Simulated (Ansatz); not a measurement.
Ansatz (a first-principles code) input (RPA@PBE/def2-TZVPP):

Ansatz 0.2 input:
```yaml
crystal:
  periodic: [false, false, false]
  atoms:
    - {symbol: Si, position_ang: [-0.04218715, 0.06609193, -0.86087772]}
    - {symbol: C, position_ang: [1.60194070, -0.36705146, -1.54952993]}
    - {symbol: C, position_ang: [-1.35712704, -1.13846760, -1.40606915]}
    - {symbol: C, position_ang: [-0.49462667, 1.83916391, -1.21973493]}
    - {symbol: Br, position_ang: [0.12730256, -0.12447334, 1.39983533]}
    - {symbol: H, position_ang: [1.88880689, -1.38808044, -1.77583181]}
    - {symbol: H, position_ang: [2.39584767, 0.36238908, -1.66629093]}
    - {symbol: H, position_ang: [-1.07585604, -2.16196938, -1.15398356]}
    - {symbol: H, position_ang: [-1.50131076, -1.07833560, -2.48776735]}
    - {symbol: H, position_ang: [-2.30858081, -0.91906394, -0.91926265]}
    - {symbol: H, position_ang: [-0.61254348, 1.98997781, -2.29575844]}
    - {symbol: H, position_ang: [0.27992236, 2.51861818, -0.86108177]}
    - {symbol: H, position_ang: [-1.43237738, 2.10587498, -0.72996803]}
basis:
  gaussian:
    orbitals: def2-TZVPP
hamiltonian:
  xc: pbe
magnetization: {spin_polarized: true, initial_magnetization: 1}
correlation: {method: rpa, electrons: outside_noble_gas}
```

End of the output:

```
integrals: 0.82 GiB planned
1732 factors; integrals over basis functions are off by at most 1.2e-3 eV
0.36 GiB of the device are held for the grids
2.05 GiB of device memory are held for the factors and their scratch space
mean field: 2.05 GiB planned
mean field evaluation 1: about -81113.7968 eV, gradient 8.0e1 eV
mean field evaluation 2: about -81113.7917 eV, gradient 8.0e1 eV
mean field evaluation 4: about -81139.9835 eV, gradient 3.5e1 eV
mean field evaluation 8: about -81148.4613 eV, gradient 1.5e0 eV
mean field evaluation 16: about -81148.4700 eV, gradient 6.0e-3 eV
mean field evaluation 32: about -81115.2636 eV, gradient 5.4e1 eV
mean field evaluation 64: about -81148.4655 eV, gradient 4.8e-1 eV
mean field -81148.47002181 eV, -2982.1512688931 hartree, gradient 3.8e-6 eV, S^2 0.753457; 1 other end points of the search recorded, 0 dependent functions left out
22 core orbitals not correlated
reference -81080.60226328 eV, -2979.6571747696 hartree; 16, 15 occupied and 257, 258 virtual orbitals, 1732 factors
Total energy: -81117.49675292 eV, -2981.0130222556 hartree
```

It need not be the lowest isomer of its formula.
